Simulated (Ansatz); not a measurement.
Gas-phase electronic energies from Ansatz, PBE0-D4/def2-TZVP geometries. CCSD(T)/CBS adds triple-zeta CCSD(T) − MP2 to the extrapolated MP2 energy (def2 sets, frozen cores). Functionals use def2-TZVPP. Each species was taken in one conformer, which may not be the lowest.

Consider the ligand exchange at the Si–S bond: `C=C[SiH2]S[SiH](Cl)Cl` + `O[SiH2]O` → `O[SiH2]O[SiH](Cl)Cl` + `C=C[SiH2]S`.

| level | ΔE (kJ/mol) | difference from CCSD(T)/CBS |
| --- | --- | --- |
| PBE0-D4 | -45.6 | 10.6 |
| ωB97X-V | -57.7 | -1.5 |
| ωB97M-V | -55.9 | 0.3 |
| B2PLYP | -64.9 | -8.7 |
| HF/def2-TZVPP | -90.2 | -34.0 |
| MP2/def2-TZVPP | -51.7 | 4.5 |
| SCS-MP2/def2-TZVPP | -60.7 | -4.5 |
| CCSD/def2-TZVPP | -66.4 | -10.2 |
| HF/CBS(def2) | -93.4 | -37.2 |
| MP2/CBS(def2) | -47.6 | 8.6 |
| CCSD(T)/CBS | -56.2 | 0 |

Largest T1 diagnostic among the species: 0.011.

The D4 term adds +13.0 kJ/mol with B3LYP and +7.5 kJ/mol with PBE0; it sums over pairs of atoms, weighted by their polarisabilities, and B3LYP, whose exchange is more repulsive, gets the larger term. In def2-TZVPP, CCSD(T) changes the Hartree–Fock value by +29.9 kJ/mol (the triples alone add +6.1 kJ/mol) and MP2 by +38.6 kJ/mol. From PBE to PBE0 (25 % exact exchange), in def2-TZVPP and without D4, ΔE moves by −5.2 kJ/mol.

B3LYP here is the variant with VWN-RPA as its local correlation; programs differ in this.
